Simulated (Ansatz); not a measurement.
Computed with Ansatz on PBE0-D4/def2-TZVP structures; ΔE is electronic, products minus reactants. CCSD(T)/CBS is the MP2 limit (def2-TZVPP, def2-QZVPP) plus CCSD(T) − MP2 in def2-TZVPP, frozen cores. Functionals use def2-TZVPP. Elements past krypton have def2 core potentials. For Br, Hf outer-core shells are correlated without core-valence functions, which leaves a few kJ/mol of doubt a bond. Scalar relativity is left out up to krypton. Each species was taken in one conformer, which may not be the lowest.

Consider the ligand exchange at the Hf–Br bond: `[Cl][Hf]([Cl])([Cl])[Br]` + `CCNC` → `CC[N](C)[Hf]([Cl])([Cl])[Cl]` + HBr.

CCSD(T)/CBS gives +0.75 eV.

**Question.** Another level gave +0.82 eV. Which?
A. ωB97X-V/def2-TZVPP
B. r2SCAN0-D4/def2-TZVPP
C. CCSD/def2-TZVPP
D. MP2/def2-TZVPP

**Answer.** B. r2SCAN0-D4 0.82, ωB97X-V 0.75, MP2/def2-TZVPP 0.66, CCSD/def2-TZVPP 0.71 eV.

**Question.** What do rigid-rotor, harmonic-oscillator terms from PBE0-D4/def2-TZVP frequencies (298.15 K, 1 bar) make of the CCSD(T)/CBS value? (Best estimate.)

**Answer.** Ansatz gave: ΔZPE = -0.16 eV, ΔH = +0.63 eV, ΔS = -5 J/(mol·K), ΔG = +0.65 eV. Modes under 50 cm⁻¹ make the entropy rough.

Largest T1 diagnostic among the species: 0.013.

From r2SCAN to r2SCAN0 (25 % exact exchange), in def2-TZVPP and without D4, ΔE moves by +0.04 eV. The D4 term adds −0.14 eV with B3LYP and −0.09 eV with PBE0; it sums over pairs of atoms, weighted by their polarisabilities, and B3LYP, whose exchange is more repulsive, gets the larger term.

B3LYP here is the variant with VWN-RPA as its local correlation; programs differ in this.
